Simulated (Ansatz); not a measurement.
Cost and result up the ladder for S-phenylthianthrenium trifluoroacetate, `O=C([O-])C(F)(F)F.c1ccc([S+]2c3ccccc3Sc3ccccc32)cc1` (40 atoms). Total charge 0; singlet. Geometry: r2SCAN-D4/def2-SVP.

Cartesian coordinates in Å:
```
O 1.7615 -1.6893 2.1747
C 2.0085 -2.2419 1.1059
O 1.5151 -2.0109 -0.0466
C 3.0445 -3.3945 1.0729
F 2.4567 -4.5471 0.6886
F 4.0296 -3.1358 0.1916
F 3.6127 -3.6082 2.2639
C -0.9102 -0.9067 -4.0816
C -0.8558 0.3629 -3.4945
C -0.6577 0.4907 -2.1186
C -0.5119 -0.6687 -1.3485
S -0.3053 -0.5812 0.4346
C -1.7715 0.4645 0.8385
C -2.9547 0.4144 0.0920
C -4.1141 1.0179 0.5847
C -4.0945 1.6700 1.8217
C -2.9160 1.7276 2.5654
C -1.7496 1.1127 2.0844
S -0.2992 1.1373 3.1036
C 0.9586 1.3726 1.8814
C 2.0112 2.2577 2.1550
C 3.0447 2.4198 1.2328
C 3.0314 1.7161 0.0240
C 1.9911 0.8312 -0.2626
C 0.9680 0.6686 0.6719
C -0.5466 -1.9433 -1.9194
C -0.7564 -2.0534 -3.2967
H -1.0655 -1.0009 -5.1601
H -0.9679 1.2606 -4.1091
H -0.6223 1.4775 -1.6487
H -2.9785 -0.1081 -0.8674
H -5.0360 0.9717 -0.0012
H -5.0003 2.1459 2.2075
H -2.8849 2.2539 3.5236
H 2.0073 2.8141 3.0960
H 3.8659 3.1054 1.4594
H 3.8463 1.8364 -0.6946
H 1.9992 0.2265 -1.1706
H -0.3696 -2.8215 -1.2963
H -0.7839 -3.0444 -3.7578
```

Ansatz on 2 threads of AMD EPYC 7R13 on a shared host and a share (18 GiB) of an NVIDIA H100 80GB HBM3. Times are rough, and most runs start from the orbitals of an earlier one. PBE0-D4/def2-TZVP serves as the yardstick here, not as an exact answer. Differences are given only for rows in sets of like size (and for xTB, whose basis is part of the method), since another set adds its own error. Binding counts from free atoms at the same level (O triplet, C triplet, F doublet, S triplet, H doublet; other spins of the atoms weren't run), without zero-point energy or a counterpoise term.

B3LYP takes the VWN-RPA correlation. Correlated methods freeze 35 core orbitals. The rows differ in basis, and correlated rows in double-zeta sets carry the largest basis error. Single mean-field runs in def2-SVP, def2-TZVP are fitted with def2-universal-jkfit. In the singlet geometry the species has come apart into loosely held pieces.

Run but left out: HF/6-31G (restricted singlet, unstable in another Hartree–Fock run and untested here).

Correlated methods converge slowly with the basis, most of all in double-zeta sets.

```
                          level  functions  wall time  binding energy per atom (eV)  difference from PBE0-D4/def2-TZVP (eV)                  remarks
                PBE-D4/def2-SVP        451        3 s                          5.39                                       –                        –
               PBE0-D4/def2-SVP        451        3 s                          5.23                                       –                        –
                 B3LYP-D4/6-31G        277      3.5 s                          4.84                                       –                        –
                   MP2/def2-SVP        451      4.4 s                          5.01                                       –  restricted SCF unstable
            revPBE-D4/def2-TZVP        927      4.4 s                          5.15                                    0.00                        –
          LDA (SPW92)/def2-TZVP        927      4.8 s                          5.98                                    0.83                        –
              PBE0-D4/def2-TZVP        927      5.5 s                          5.15                                    0.00                        –
            r2SCAN-D4/def2-TZVP        927      6.5 s                          5.11                                   -0.04                        –
 PBE-D4/def2-TZVP (with forces)        927        7 s                          5.30                                    0.15                        –
BLYP-D4/def2-TZVP (with forces)        927      7.5 s                          5.09                                   -0.06                        –
```
